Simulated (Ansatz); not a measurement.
Ansatz (a quantum-chemistry and plane-wave program) input (B3LYP/6-31G*):

Ansatz 0.2 input:
```yaml
crystal:
  periodic: [false, false, false]
  atoms:
    - {symbol: C, position_ang: [-1.91603198, -0.06967280, 0.34650146]}
    - {symbol: S, position_ang: [-0.34897635, 0.45601597, -0.46994501]}
    - {symbol: B, position_ang: [0.86968745, -0.50134919, 0.44886921]}
    - {symbol: F, position_ang: [2.15874504, -0.43244449, 0.19069661]}
    - {symbol: H, position_ang: [-2.06944125, -1.14326218, 0.22901395]}
    - {symbol: H, position_ang: [-1.90541658, 0.19408590, 1.40492036]}
    - {symbol: H, position_ang: [-2.72247129, 0.46970389, -0.15443844]}
basis:
  gaussian:
    orbitals: 6-31G*
hamiltonian:
  xc: {name: B3LYP}
magnetization: {spin_polarized: true, initial_magnetization: 1}
phonons: {temperatures: {t_min: 298.15, t_max: 298.15, t_step: 100}}
```

Output:

```
Functional definition: B3LYP
integrals: 0.02 GiB planned
741 factors; integrals over basis functions are off by at most 3.8e-4 eV
mean field: 0.32 GiB planned
mean field evaluation 1: about -15311.4052 eV, gradient 2.7e1 eV
mean field evaluation 2: about -15309.3375 eV, gradient 3.6e1 eV
mean field evaluation 4: about -15314.5233 eV, gradient 1.5e0 eV
mean field evaluation 8: about -15314.5477 eV, gradient 5.3e-2 eV
mean field evaluation 16: about -15314.5477 eV, gradient 7.4e-5 eV
mean field -15314.54771341 eV, -562.7992478944 hartree, gradient 7.4e-5 eV, S^2 0.752591; 0 other end points of the search recorded, 0 dependent functions left out
the calculation of the forces begins
reference -15314.54790044 eV, -562.7992547677 hartree; 20, 19 occupied and 50, 51 virtual orbitals, 741 factors
these checks for a lower state are left out or cut short: stability, starts, cluster_reference, orbital_swaps, neighbouring_geometries, increment
integrals: 0.02 GiB planned
741 factors; integrals over basis functions are off by at most 3.8e-4 eV
mean field: 0.32 GiB planned
mean field -15314.54755251 eV, -562.7992419817 hartree, gradient 1.5e-6 eV, S^2 0.752592; 0 other end points of the search recorded, 0 dependent functions left out
the calculation of the forces begins
reference -15314.54773952 eV, -562.7992488542 hartree; 20, 19 occupied and 50, 51 virtual orbitals, 741 factors
these checks for a lower state are left out or cut short: stability, starts, cluster_reference, orbital_swaps, neighbouring_geometries, increment
integrals: 0.02 GiB planned
741 factors; integrals over basis functions are off by at most 3.8e-4 eV
mean field: 0.32 GiB planned
mean field -15314.54755564 eV, -562.7992420964 hartree, gradient 1.3e-6 eV, S^2 0.752591; 0 other end points of the search recorded, 0 dependent functions left out
the calculation of the forces begins
reference -15314.54774269 eV, -562.7992489707 hartree; 20, 19 occupied and 50, 51 virtual orbitals, 741 factors
these checks for a lower state are left out or cut short: stability, starts, cluster_reference, orbital_swaps, neighbouring_geometries, increment
integrals: 0.02 GiB planned
741 factors; integrals over basis functions are off by at most 3.8e-4 eV
mean field: 0.32 GiB planned
mean field evaluation 32: about -15314.5329 eV, gradient 1.0e-1 eV
mean field -15314.54756851 eV, -562.7992425697 hartree, gradient 1.7e-6 eV, S^2 0.752591; 0 other end points of the search recorded, 0 dependent functions left out
the calculation of the forces begins
reference -15314.54775553 eV, -562.7992494426 hartree; 20, 19 occupied and 50, 51 virtual orbitals, 741 factors
these checks for a lower state are left out or cut short: stability, starts, cluster_reference, orbital_swaps, neighbouring_geometries, increment
integrals: 0.02 GiB planned
741 factors; integrals over basis functions are off by at most 3.8e-4 eV
mean field: 0.32 GiB planned
mean field -15314.54756546 eV, -562.7992424577 hartree, gradient 3.0e-6 eV, S^2 0.752592; 0 other end points of the search recorded, 0 dependent functions left out
the calculation of the forces begins
reference -15314.54775251 eV, -562.7992493315 hartree; 20, 19 occupied and 50, 51 virtual orbitals, 741 factors
these checks for a lower state are left out or cut short: stability, starts, cluster_reference, orbital_swaps, neighbouring_geometries, increment
integrals: 0.02 GiB planned
741 factors; integrals over basis functions are off by at most 3.8e-4 eV
mean field: 0.32 GiB planned
mean field -15314.54765352 eV, -562.7992456936 hartree, gradient 1.3e-6 eV, S^2 0.752593; 0 other end points of the search recorded, 0 dependent functions left out
the calculation of the forces begins
reference -15314.54784061 eV, -562.7992525689 hartree; 20, 19 occupied and 50, 51 virtual orbitals, 741 factors
these checks for a lower state are left out or cut short: stability, starts, cluster_reference, orbital_swaps, neighbouring_geometries, increment
integrals: 0.02 GiB planned
741 factors; integrals over basis functions are off by at most 3.8e-4 eV
mean field: 0.32 GiB planned
mean field -15314.54765069 eV, -562.7992455896 hartree, gradient 1.2e-6 eV, S^2 0.752590; 0 other end points of the search recorded, 0 dependent functions left out
the calculation of the forces begins
reference -15314.54783767 eV, -562.7992524610 hartree; 20, 19 occupied and 50, 51 virtual orbitals, 741 factors
these checks for a lower state are left out or cut short: stability, starts, cluster_reference, orbital_swaps, neighbouring_geometries, increment
integrals: 0.02 GiB planned
741 factors; integrals over basis functions are off by at most 3.8e-4 eV
mean field: 0.32 GiB planned
mean field -15314.54767388 eV, -562.7992464420 hartree, gradient 1.3e-6 eV, S^2 0.752589; 0 other end points of the search recorded, 0 dependent functions left out
[...]
mean field -15314.54770110 eV, -562.7992474422 hartree, gradient 2.8e-6 eV, S^2 0.752592; 0 other end points of the search recorded, 0 dependent functions left out
the calculation of the forces begins
reference -15314.54788816 eV, -562.7992543165 hartree; 20, 19 occupied and 50, 51 virtual orbitals, 741 factors
these checks for a lower state are left out or cut short: stability, starts, cluster_reference, orbital_swaps, neighbouring_geometries, increment
integrals: 0.02 GiB planned
741 factors; integrals over basis functions are off by at most 3.8e-4 eV
mean field: 0.32 GiB planned
mean field -15314.54764535 eV, -562.7992453933 hartree, gradient 8.2e-7 eV, S^2 0.752595; 0 other end points of the search recorded, 0 dependent functions left out
the calculation of the forces begins
reference -15314.54783237 eV, -562.7992522663 hartree; 20, 19 occupied and 50, 51 virtual orbitals, 741 factors
these checks for a lower state are left out or cut short: stability, starts, cluster_reference, orbital_swaps, neighbouring_geometries, increment
integrals: 0.02 GiB planned
741 factors; integrals over basis functions are off by at most 3.8e-4 eV
mean field: 0.32 GiB planned
mean field -15314.54764346 eV, -562.7992453238 hartree, gradient 2.5e-6 eV, S^2 0.752588; 0 other end points of the search recorded, 0 dependent functions left out
the calculation of the forces begins
reference -15314.54783050 eV, -562.7992521975 hartree; 20, 19 occupied and 50, 51 virtual orbitals, 741 factors
these checks for a lower state are left out or cut short: stability, starts, cluster_reference, orbital_swaps, neighbouring_geometries, increment
integrals: 0.02 GiB planned
741 factors; integrals over basis functions are off by at most 3.8e-4 eV
mean field: 0.32 GiB planned
mean field -15314.54769653 eV, -562.7992472742 hartree, gradient 1.3e-6 eV, S^2 0.752592; 0 other end points of the search recorded, 0 dependent functions left out
the calculation of the forces begins
reference -15314.54788357 eV, -562.7992541478 hartree; 20, 19 occupied and 50, 51 virtual orbitals, 741 factors
these checks for a lower state are left out or cut short: stability, starts, cluster_reference, orbital_swaps, neighbouring_geometries, increment
integrals: 0.02 GiB planned
741 factors; integrals over basis functions are off by at most 3.8e-4 eV
mean field: 0.32 GiB planned
mean field evaluation 128: about -15314.5331 eV, gradient 7.3e-2 eV
mean field -15314.54769790 eV, -562.7992473244 hartree, gradient 1.3e-6 eV, S^2 0.752591; 0 other end points of the search recorded, 0 dependent functions left out
the calculation of the forces begins
reference -15314.54788493 eV, -562.7992541976 hartree; 20, 19 occupied and 50, 51 virtual orbitals, 741 factors
these checks for a lower state are left out or cut short: stability, starts, cluster_reference, orbital_swaps, neighbouring_geometries, increment
integrals: 0.02 GiB planned
741 factors; integrals over basis functions are off by at most 3.8e-4 eV
mean field: 0.32 GiB planned
mean field -15314.54760895 eV, -562.7992440557 hartree, gradient 2.9e-6 eV, S^2 0.752591; 0 other end points of the search recorded, 0 dependent functions left out
the calculation of the forces begins
reference -15314.54779597 eV, -562.7992509286 hartree; 20, 19 occupied and 50, 51 virtual orbitals, 741 factors
these checks for a lower state are left out or cut short: stability, starts, cluster_reference, orbital_swaps, neighbouring_geometries, increment
integrals: 0.02 GiB planned
741 factors; integrals over basis functions are off by at most 3.8e-4 eV
mean field: 0.32 GiB planned
mean field -15314.54760976 eV, -562.7992440855 hartree, gradient 2.6e-6 eV, S^2 0.752592; 0 other end points of the search recorded, 0 dependent functions left out
the calculation of the forces begins
reference -15314.54779681 eV, -562.7992509594 hartree; 20, 19 occupied and 50, 51 virtual orbitals, 741 factors
these checks for a lower state are left out or cut short: stability, starts, cluster_reference, orbital_swaps, neighbouring_geometries, increment
integrals: 0.02 GiB planned
741 factors; integrals over basis functions are off by at most 3.8e-4 eV
mean field: 0.32 GiB planned
mean field -15314.54769798 eV, -562.7992473276 hartree, gradient 2.3e-6 eV, S^2 0.752591; 0 other end points of the search recorded, 0 dependent functions left out
the calculation of the forces begins
reference -15314.54788501 eV, -562.7992542009 hartree; 20, 19 occupied and 50, 51 virtual orbitals, 741 factors
these checks for a lower state are left out or cut short: stability, starts, cluster_reference, orbital_swaps, neighbouring_geometries, increment
integrals: 0.02 GiB planned
741 factors; integrals over basis functions are off by at most 3.8e-4 eV
mean field: 0.32 GiB planned
mean field -15314.54769696 eV, -562.7992472902 hartree, gradient 2.8e-6 eV, S^2 0.752591; 0 other end points of the search recorded, 0 dependent functions left out
the calculation of the forces begins
reference -15314.54788400 eV, -562.7992541637 hartree; 20, 19 occupied and 50, 51 virtual orbitals, 741 factors
these checks for a lower state are left out or cut short: stability, starts, cluster_reference, orbital_swaps, neighbouring_geometries, increment
integrals: 0.02 GiB planned
741 factors; integrals over basis functions are off by at most 3.8e-4 eV
mean field: 0.32 GiB planned
mean field evaluation 160: about -15314.5477 eV, gradient 1.3e-5 eV
mean field -15314.54765638 eV, -562.7992457986 hartree, gradient 2.2e-6 eV, S^2 0.752592; 0 other end points of the search recorded, 0 dependent functions left out
the calculation of the forces begins
reference -15314.54784341 eV, -562.7992526720 hartree; 20, 19 occupied and 50, 51 virtual orbitals, 741 factors
these checks for a lower state are left out or cut short: stability, starts, cluster_reference, orbital_swaps, neighbouring_geometries, increment
integrals: 0.02 GiB planned
741 factors; integrals over basis functions are off by at most 3.8e-4 eV
mean field: 0.32 GiB planned
mean field -15314.54765550 eV, -562.7992457664 hartree, gradient 2.3e-6 eV, S^2 0.752591; 0 other end points of the search recorded, 0 dependent functions left out
the calculation of the forces begins
reference -15314.54784253 eV, -562.7992526396 hartree; 20, 19 occupied and 50, 51 virtual orbitals, 741 factors
these checks for a lower state are left out or cut short: stability, starts, cluster_reference, orbital_swaps, neighbouring_geometries, increment
integrals: 0.02 GiB planned
741 factors; integrals over basis functions are off by at most 3.8e-4 eV
mean field: 0.32 GiB planned
mean field -15314.54767490 eV, -562.7992464793 hartree, gradient 1.9e-6 eV, S^2 0.752591; 0 other end points of the search recorded, 0 dependent functions left out
the calculation of the forces begins
reference -15314.54786193 eV, -562.7992533524 hartree; 20, 19 occupied and 50, 51 virtual orbitals, 741 factors
these checks for a lower state are left out or cut short: stability, starts, cluster_reference, orbital_swaps, neighbouring_geometries, increment
integrals: 0.02 GiB planned
741 factors; integrals over basis functions are off by at most 3.8e-4 eV
mean field: 0.32 GiB planned
mean field -15314.54767308 eV, -562.7992464125 hartree, gradient 2.0e-6 eV, S^2 0.752592; 0 other end points of the search recorded, 0 dependent functions left out
the calculation of the forces begins
reference -15314.54786012 eV, -562.7992532861 hartree; 20, 19 occupied and 50, 51 virtual orbitals, 741 factors
WARN: phonons: modes at or below zero, which the zero-point energy, F, S and C_V leave out: 1, the lowest at -6.86 cm⁻¹ …
Total energy: -15314.54790044 eV, -562.7992547677 hartree
Atom 0 at    -1.916032    -0.069673     0.346501 Å, force     0.000840    -0.000457     0.000402 eV/Å
Atom 1 at    -0.348976     0.456016    -0.469945 Å, force     0.000407     0.000320    -0.000421 eV/Å
Atom 2 at     0.869687    -0.501349     0.448869 Å, force    -0.001625     0.000025     0.000198 eV/Å
Atom 3 at     2.158745    -0.432444     0.190697 Å, force     0.000445     0.000181    -0.000267 eV/Å
Atom 4 at    -2.069441    -1.143262     0.229014 Å, force    -0.000280     0.000035     0.000197 eV/Å
Atom 5 at    -1.905417     0.194086     1.404920 Å, force    -0.000304    -0.000160     0.000026 eV/Å
Atom 6 at    -2.722471     0.469704    -0.154438 Å, force     0.000516     0.000056    -0.000135 eV/Å
Dipole moment:    -0.367976    -0.073699     0.135145 e Å
Vibrations: -6.86 194.42 208.27 376.11 697.92 757.95 989.04 1011.34 1338.69 1389.09 1506.22 1507.92 3086.99 3177.78 3183.91 cm⁻¹, zero-point energy 1.204237 eV
```

The blocks after the first are displaced geometries, from whose forces the wavenumbers follow.
